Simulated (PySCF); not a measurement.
3,3-difluorocyclobutene (C4H4F2), SMILES FC1(F)C=CC1. Atoms are numbered in the order given.

```xyz
10

F      0.0229     1.1915     1.0883
C      0.0232     0.3794     0.0000
F      0.0229     1.1915    -1.0883
C      1.0550    -0.7252     0.0000
C      0.1119    -1.6816     0.0000
C     -1.0745    -0.7236     0.0000
H      2.1462    -0.7132     0.0000
H      0.1587    -2.7730     0.0000
H     -1.7055    -0.7273    -0.9028
H     -1.7055    -0.7273     0.9028
```

Geometry: B3LYP-D3(BJ)/def2-SVP.

Two levels are set side by side: PBE/pcSseg-1 (PySCF) and KT2/pcSseg-1 (PySCF). GIAO shifts against CFCl3 (¹⁹F), TMS (¹H), TMS (¹³C) at the same level; non-relativistic, no solvent, atoms listed together averaged. Differences are taken from unrounded values.

```tsv
quantity	KT2	PBE	PBE minus KT2
δ(¹⁹F) of F1, F3 (ppm)	-145.4	-141.6	3.8
δ(¹³C) of C2 (ppm)	126.8	129.9	3.1
δ(¹³C) of C4 (ppm)	137.8	146.0	8.2
δ(¹³C) of C5 (ppm)	143.8	152.6	8.7
δ(¹³C) of C6 (ppm)	53.7	53.7	0.0
δ(¹H) of H7 (ppm)	6.51	6.65	0.14
δ(¹H) of H8 (ppm)	7.00	7.11	0.10
δ(¹H) of H9, H10 (ppm)	3.46	3.39	-0.08
```

Rough cost on one machine, each run with all the roots and properties that it gave: KT2 against PBE within a factor of 2.
